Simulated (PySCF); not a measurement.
Cl2HMoNS, SMILES [NH]=[Mo](=[S])([Cl])[Cl], multiplicity 1. Coordinates come from a B3LYP-D3(BJ)/def2-SVP optimisation. The spin state was assumed, not searched. The structure was generated by enumeration; whether it is a known compound was not checked. The def2 effective core potentials stand for the cores of Mo; spin–orbit coupling is left out.

Computed equilibrium geometry at B3LYP-D3(BJ)/def2-SVP (PySCF confirms it by a frequency run) as bond lengths and angles, and its point group:
point group Cs.
Atoms: Mo1 N2 H3 S4 Cl5 Cl6. Bond lengths (Å): Mo1–N2 1.715, Mo1–S4 2.113, Mo1–Cl5 2.279, Mo1–Cl6 2.279, N2–H3 1.022. Bond angles (°): N2–Mo1–S4 107.6, N2–Mo1–Cl5 107.9, N2–Mo1–Cl6 107.9, S4–Mo1–Cl5 109.4, S4–Mo1–Cl6 109.4, Cl5–Mo1–Cl6 114.3, Mo1–N2–H3 153.8.
